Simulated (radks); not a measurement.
The numbers below are computed, except where a source is named.
Ionisation of neutral rubidium, [Kr] 5s1, to Rb+, [Kr], under several functionals. Dirac Kohn-Sham, spin-unpolarised, spherical densities, finite nucleus; a radial shooting solver on a logarithmic mesh with Libxc functionals.

functional,E(Rb) (hartree),Exc (hartree),IE (eV),-e(HOMO) (eV),<r> HOMO (bohr),IE error (eV)
B86b exchange with PBE correlation,-2981.90095,-101.28479,4.144,2.247,5.232,-0.033
PBEsol,-2979.57179,-98.91656,4.069,2.222,5.249,-0.108
BP86,-2982.15892,-101.54452,4.195,2.367,5.186,+0.018
revPBE,-2981.60703,-100.98747,4.091,2.177,5.333,-0.086
exchange-only B88,-2980.09977,-99.45109,3.734,1.802,5.433,-0.443
"LDA (Slater exchange, Perdew-Zunger correlation)",-2977.87267,-97.19166,4.277,2.365,5.115,+0.100

NIST Atomic Spectra Database: 4.177 eV (measured). Closest: BP86. The Delta-SCF values span 0.54 eV, the total energies 4.29 hartree. The highest occupied level is 5s1/2. Spin polarisation and multiplet splitting are left out, so open shells lie too high by an amount that depends on their filling.

Beside tabulated values, note that spin-unpolarised runs miss the spin-polarisation part of the exchange energy of open shells.
